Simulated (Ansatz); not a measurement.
System: sum formula H4BSiO2, charge 0, multiplicity 2. It need not be the lowest isomer of its formula. SMILES: [O]B(O)[SiH3]
Geometry from a B3LYP-D3(BJ)/def2-TZVP (Ansatz, a program for electronic structure) optimisation:
```
B
O 1 1.2762
O 1 1.3526 2 144.38
H 3 0.9664 1 113.46 2 0.00
Si 1 2.1467 2 91.99 3 180.00
H 5 1.4747 1 108.51 2 60.79
H 5 1.4747 6 111.73 1 119.59
H 5 1.4879 6 110.16 7 122.78
```
Charge 0, spin multiplicity 2.

Computed values are from Ansatz. Correlated levels leave the core frozen unless marked. Open shells are spin-unrestricted. Spin-orbit coupling is left out. Non-relativistic. CBS marks a two-point X^-3 extrapolation of the correlation energy; Hartree-Fock from the larger set.

### Question
What is the T1 diagnostic at CCSD/aug-cc-pV(Q+d)Z?

### Answer
0.030.

### Question
What is the total energy at CCSD(T)/CBS(aug-cc-pV(T+d)Z,aug-cc-pV(Q+d)Z)?

### Answer
-466.6352 Eh.

### Question
What is the atomisation energy De at CCSD(T)/CBS(aug-cc-pV(T+d)Z,aug-cc-pV(Q+d)Z)?

### Answer
681.5 kcal/mol.

### Question
What is the dipole moment at CCSD(T)/aug-cc-pV(D+d)Z?

### Answer
1.36 D.
